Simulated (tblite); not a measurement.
C2HCl3, charge -1, doublet, at a GFN2-xTB geometry (a state made from the parent by changing its charge; the spin is typed, not shown lowest); GFN1-xTB (tblite).

Input for tblite:
```
$ tblite run mol.xyz --method gfn1 --charge -1 --spin 1 --spin-polarized --json tblite.json --no-restart

# file mol.xyz
6

Cl     2.22611663     0.55357703     0.15462765
C      0.96945753    -0.61913108    -0.06209815
C     -0.26929125    -0.35778945     0.36819423
Cl    -1.12701225     1.49269630    -0.33717137
Cl    -1.42499971    -1.61107533     0.10439553
H      1.33922314    -1.53684296    -0.50805756
```

The log (banner, timings and long lists left out):

```
xTB calculator
 | screened Coulomb repulsion
 | Coulomb electrostatics
 |  * isotropic Klopman-Ohno-Mataga-Nishimoto electrostatics
 |  * onsite third-order electrostatics
 | DFT-D3(BJ) dispersion correction
 | Interactions (1)
 | [1] spin polarization

halogen bonding energy    0.0000000000000E+00 Eh
repulsion energy          7.9268682183057E-02 Eh
dispersion energy        -2.8697495809718E-03 Eh
interaction energy        0.0000000000000E+00 Eh
number of electrons       3.1000000000000E+01 e
integral cutoff           1.9731147476801E+01 bohr

------------------------------------------------------------
  cycle        total energy    energy error   density error
------------------------------------------------------------
      1     -17.61093376953  -1.7687333E+01   3.4768807E-01
      2     -17.67836529113  -6.7431522E-02   2.2113762E-01
      3     -17.67753036413   8.3492699E-04   8.7135531E-02
      4     -17.68141873296  -3.8883688E-03   3.0248825E-02
      5     -17.68256356790  -1.1448349E-03   6.6479515E-03
      6     -17.68257848420  -1.4916301E-05   3.1742828E-03
      7     -17.68257419592   4.2882865E-06   2.5323908E-03
      8     -17.68258459442  -1.0398507E-05   4.2113045E-04
      9     -17.68258468896  -9.4538763E-08   1.3562454E-04
     10     -17.68258470989  -2.0930457E-08   4.6407774E-05
     11     -17.68258471069  -7.9259266E-10   4.5781921E-06
------------------------------------------------------------

electronic energy        -1.7758983643288E+01 Eh
total energy             -1.7682584710686E+01 Eh

Post processing:
 | Mayer-Wiberg bond orders

[Info] JSON dump of results written to 'tblite.json'
```
